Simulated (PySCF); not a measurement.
Species: 2-bromoacrolein, C₃H₃BrO.
Atom-mapped SMILES: `[CH2:1]=[C:2]([Br:3])[CH:4]=[O:5]` (hydrogens: H6, H7 on C1; H8 on C4)

All values: CAM-B3LYP/def2-SVPD (PySCF, non-relativistic), on one gas-phase PBE0-D3(BJ)/def2-SVP geometry that isn't relaxed in the solvent. The solvent is an IEF-PCM continuum (Bondi radii, 1.10 Å for H, scaled by 1.2), and excitations are vertical TDDFT with non-equilibrium linear response and a frozen core. The model holds no explicit solvent molecules, cavitation or dispersion. Spin–orbit coupling is left out although an atom past zinc is present.

Gas-phase singlets (H = HOMO, L = LUMO):

```json
{"state": "S1", "E (eV)": "3.781", "λ (nm)": "328", "f": "0.000", "leading configurations": "H-1→L 90%"}
{"state": "S2", "E (eV)": "5.040", "λ (nm)": "246", "f": "0.100", "leading configurations": "H→L 98%"}
{"state": "S3", "E (eV)": "5.670", "λ (nm)": "219", "f": "0.001", "leading configurations": "H-2→L 94%"}
{"state": "S4", "E (eV)": "5.993", "λ (nm)": "207", "f": "0.000", "leading configurations": "H→L+1 89%"}
{"state": "S5", "E (eV)": "6.801", "λ (nm)": "182", "f": "0.000", "leading configurations": "H-2→L+1 62%, H-1→L+1 29%"}
```

Problem. Give the list for chloroform (ε = 4.711), n² = 2.09.

Solution. 
```
state  E (eV)  λ (nm)      f    leading configurations  change by rank (eV)
   S1   3.878     320  0.001                 H-1→L 89%               +0.097
   S2   4.941     251  0.133                   H→L 99%               -0.099
   S3   5.701     217  0.001                 H-2→L 92%               +0.031
   S4   6.011     206  0.000                 H→L+1 88%               +0.018
   S5   6.832     181  0.001  H-2→L+1 61%, H-1→L+1 30%               +0.031
```

Problem. What are the lowest 5 singlets in water (ε = 78.36)?

Solution. 
```tsv
state	E (eV)	λ (nm)	f	leading configurations	change by rank (eV)
S1	3.922	316	0.001	H-1→L 88%	+0.141
S2	4.955	250	0.125	H→L 99%	-0.085
S3	5.708	217	0.001	H-2→L 90%	+0.038
S4	6.028	206	0.000	H→L+1 87%	+0.035
S5	6.851	181	0.002	H-2→L+1 60%, H-1→L+1 31%	+0.050
```

Problem. The ground-state energy changes by -0.196 eV from gas to water. By how much does the total energy of gas-phase S1 change?

Solution. E(S1) = E(S0) + excitation energy, so it changes by -0.196 + 0.141 = -0.055 eV: it is lowered less than the ground state, which is what a blue shift means. This is the vertical state, with the slow part of the continuum still set for S0.

Problem. How do the frontier levels move from gas to water?

Solution. 
| orbital | gas (eV) | solvent (eV) | change (eV) |
| --- | --- | --- | --- |
| LUMO+2 | 1.25 | 1.45 | +0.20 |
| LUMO+1 | 0.61 | 0.81 | +0.20 |
| LUMO | -1.34 | -1.16 | +0.18 |
| HOMO | -9.18 | -9.00 | +0.18 |
| HOMO-1 | -9.62 | -9.58 | +0.04 |
| HOMO-2 | -10.27 | -10.13 | +0.14 |
| HOMO-3 | -11.50 | -11.37 | +0.13 |

The HOMO–LUMO gap goes from 7.83 to 7.83 eV.

Shape of the structure used: `[CH2:1]=[C:2]([Br:3])[CH:4]=[O:5]`: C1–C2–C4–O5 -1°.
